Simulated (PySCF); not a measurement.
KSe: from constants to spectrum

UHF-CCSD(T) constants of KSe, ²Π (doublet), unpaired electrons π ↑ (K def2-TZVPP, Se def2-TZVPP; no relativity (PySCF 2.14); masses 38.9637 and 79.9165 u):

```
ωe           : 196.6 cm⁻¹
ωexe         : 0.637 cm⁻¹
Be           : 0.071891 cm⁻¹
αe           : 0.000340 cm⁻¹
De to K + Se : 2.33 eV
```

Q: What force constant and bond length do these constants imply?

A: Reduced mass μred = 26.193 u; k = 5.8918×10⁻⁷·μred·ωe² (u, cm⁻¹, mdyn/Å) = 0.596 mdyn/Å; Re = √(16.8576/(μred·Be)) (u, cm⁻¹, Å) = 2.992 Å.

Q: Estimate the centrifugal constant D from the Kratzer relation and find the Dunham coefficient a1.

A: D = 4Be³/ωe² = 3.85e-08 cm⁻¹; a1 = −1 − αeωe/(6Be²) = -3.16.

Correlated steps freeze 14 core orbitals. Spin–orbit coupling is left out. The state was picked by a PBE0 search and need not be the measured ground state.
